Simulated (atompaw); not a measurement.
What one change does to a pseudopotential (tantalum, PAW (atompaw))

Ta (Z = 73), PAW, made with atompaw 4.2.0.5 (PBEsol, scalar-relativistic). Core [Kr] 4d10 4f14, reference 5s2 5p6 5d3 6s0 6p0 (charge +2). Waves: 5s (bound): rc 1.80 bohr; 6s (bound, empty): rc 2.35 bohr; 5p (bound): rc 1.85 bohr; 6p (bound, empty): rc 2.35 bohr; 5d (bound): rc 2.35 bohr; 5d channel at 1.35 Ry: rc 2.35 bohr. Local part: bessel scheme, radius 1.90 bohr. Core correction: smooth core density matched at 2.25 bohr. Augmentation charge: besselshape compensation charge, radius 2.05 bohr; PAW radius 2.35 bohr; waves and projectors: custom rrkj vanderbiltortho.

All-electron outer shells of the reference configuration (PBEsol, scalar-relativistic, ld1.x):

| shell | level (eV) | outermost node (bohr) | outermost maximum (bohr) |
| --- | --- | --- | --- |
| 5s | -88.59 | 0.54 | 0.98 |
| 5p | -54.98 | 0.58 | 1.13 |
| 4f | -40.30 | – | 0.44 |
| 6s | -18.37 | 1.31 | 2.55 |
| 5d | -18.32 | 0.65 | 1.54 |
| 6p | -12.40 | 1.56 | 3.23 |

Change: local potential bessel scheme, radius 1.62 bohr.

Cutoffs: the cutoffs (Ry, on a coarse ladder) from which the occupation-weighted sum of valence levels, in a spherical-Bessel basis at the reference potential, stays within 10 and 1 mRy of its value at 400 Ry; they do not see the model core or the augmentation charge, which bear on the density cutoff.

Question: What does the change do?

Answer: The potential gets neither clearly harder nor softer (25 Ry and 45 Ry → 25 Ry and 45 Ry); neither file shows a bound ghost.

| quantity | base | changed |
| --- | --- | --- |
| cutoff, loose | 25 Ry | 25 Ry |
| cutoff, tight | 45 Ry | 45 Ry |
| bound ghosts | none | none |
| s: phases at 2.36 bohr within 0.05 rad from the reference energy up to (Ry; the scan ends near 5) | 3.2 | 3.6 |
| p: phases at 2.36 bohr within 0.05 rad from the reference energy up to (Ry; the scan ends near 5) | to the end of the scan | to the end of the scan |
| d: phases at 2.36 bohr within 0.05 rad from the reference energy up to (Ry; the scan ends near 5) | 3.0 | 2.5 |
| lowest overlap eigenvalue by channel | s 0.43, p 0.55, d 0.23 | s 0.41, p 0.54, d 0.29 |

 The cutoffs see the waves, projectors and local potential, not the compensation charge or the core.
